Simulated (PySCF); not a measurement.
Species: C3H3GeN.
SMILES with atom numbers: `[CH:1]#[C:2][GeH2:3][C:4]#[N:5]` (hydrogens: H6 on C1; H7, H8 on Ge3)

Theory: PBE0-D3(BJ)/def2-SVP geometry optimisation, gas phase in PySCF.

(1) What internal coordinates does the optimisation give?

Results:

(1) 
```json
{"bond": "C1≡C2", "length (bohr)": "2.296"}
{"bond": "C2–Ge3", "length (bohr)": "3.570"}
{"bond": "Ge3–C4", "length (bohr)": "3.639"}
{"bond": "C4≡N5", "length (bohr)": "2.190"}
{"bond": "C1–H6", "length (bohr)": "2.034"}
{"bond": "Ge3–H7, Ge3–H8", "length (bohr)": "2.889"}
```

Bonds in one row agree within 0.02 bohr and their mean is given. A selection of angles:
```json
{"angle": "C2–C1–H6", "degrees": "179.6"}
{"angle": "C1–C2–Ge3", "degrees": "179.6"}
{"angle": "C2–Ge3–C4", "degrees": "107.2"}
{"angle": "C2–Ge3–H7", "degrees": "111.0"}
{"angle": "C4–Ge3–H7", "degrees": "107.3"}
{"angle": "H7–Ge3–H8", "degrees": "112.8"}
{"angle": "Ge3–C4–N5", "degrees": "179.1"}
```

Ge3 (germanium bonded to 2 C and 2 H) is tetrahedral (angles from 107.2° to 112.8°). The 5 heavy atoms lie in one plane (0.001 Å rms). The 2 C–Ge bonds span 1.889 Å (C2–Ge3, drawn single) to 1.926 Å (Ge3–C4, drawn single), a spread of 0.037 Å.

Point group: Cs (every atom within 0.08 Å of its image). Stationary, but not proved a minimum.
